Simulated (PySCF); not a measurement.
**Dipole response of Cu (copper, neutral)**

[Ar] 3d10 4s1, 2S determinant. Computed with PySCF 2.14 in aug-cc-pVTZ-PP with ECP10MDF (6s6p5d3f2g, 88 functions), with scalar relativity through the core potential. Coupled (time-dependent) response in atomic units; α is the mean over directions.

```
 method  mean α (bohr³)  C₆ (like pair)  S(−4)
r2SCANh           50.45           335.5   2036
```

S(−4) is the Cauchy moment in α(ω) = α(0) + S(−4) ω² + …

Reference α: 46.5 ± 0.5 bohr³ (recommended; Schwerdtfeger and Nagle, table of static dipole polarizabilities (2023 update)). Published C₆: 253.0 (Chu and Dalgarno (2004); Tang, Norbeck and Certain (1976)).

α(iu) at r2SCANh:

```
u (hartree)  α(iu) (bohr³)
          0          50.45
     0.0500          45.88
      0.100          36.42
      0.200          21.06
      0.300          13.25
      0.500          7.025
      0.750          4.373
       1.00          3.207
       1.50          2.085
       2.00          1.503
       3.00         0.8994
       5.00         0.4348
```

Energies and moments cover only the electrons outside the core potential.
